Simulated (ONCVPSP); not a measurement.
**Potentials for N (Z = 7) compared**

Generated with ld1.x 7.5 (TM, RRKJ, ultrasoft, PAW), atompaw 4.2 or ONCVPSP 4.0.1. The cutoff is in Ry: for ld1.x and atompaw files where the sum of valence levels is converged to 10 mRy in a Bessel basis, for ONCV files where the hardest occupied wave has 1 mHa per electron of residual kinetic energy. The error is the largest all-electron minus pseudo excitation energy over each file’s own four to seven test configurations (ionisations up to +4, promotions, holes and added fractions of an electron), all of which were solved. The labels leave out finer settings (local radius, basis sizes, second energies), which also bear on the numbers. Spin-polarised tests are not counted. The rows are a selection from randomly drawn settings: files with unsolved tests, undetermined cutoffs or missed reference levels are left out.

A true bound ghost makes a file unfit for plane-wave use even where its test errors are small: the radial tests pick states by their node count and pass the ghost by.

| potential | cutoff (Ry) | largest error (meV) | bound ghosts |
| --- | --- | --- | --- |
| ONCV, PBEsol, scalar-relativistic, rc 0.70/2.50 (sp), local smoothed, core correction yes, reference 2s1 2p4, qcut 10.2/6.7, projectors 2/2 | 227 | +1456 | s |
| ONCV, PBE, scalar-relativistic, rc 0.80/2.45 (sp), local smoothed, core correction yes, reference 2s1.75 2p3.25, qcut 10.3/6.6, projectors 2/2 | 63 | +952 | none |
| ONCV, LDA (Perdew-Zunger), non-relativistic, rc 1.15/1.50 (sp), local smoothed, core correction yes, reference 2s1.75 2p3.25, qcut 6.2/10.6, projectors 2/2 | 62 | +143 | none |
| ONCV, LDA (Perdew-Zunger), scalar-relativistic, rc 0.75/1.55/1.45 (spd), local smoothed, core correction yes, reference 2s2 2p3, qcut 7.5/8.3/5.9, projectors 2/1/3 | 58 | +585 | none |
| ONCV, PBE, scalar-relativistic, rc 1.05/1.95 (sp), local smoothed, core correction yes, reference 2s2 2p2, qcut 7.6/7.3, projectors 3/2 | 48 | +849 | none |

Fill in the row for N: ONCV, PBEsol, scalar-relativistic, rc 1.00/1.20/1.30 (spd), local smoothed, core correction yes, reference 2s2 2p3, qcut 6.7/5.6/6.5, projectors 2/2/2.

cutoff 323 Ry, largest error +618 meV, bound ghosts: none.

Fill in the row for N: ONCV, PBE, scalar-relativistic, rc 1.00/2.45 (sp), local s, core correction yes, reference 2s1.5 2p3.5, qcut 8.4/6.7, projectors 0/2.

cutoff 61 Ry, largest error +3374 meV, bound ghosts: none.
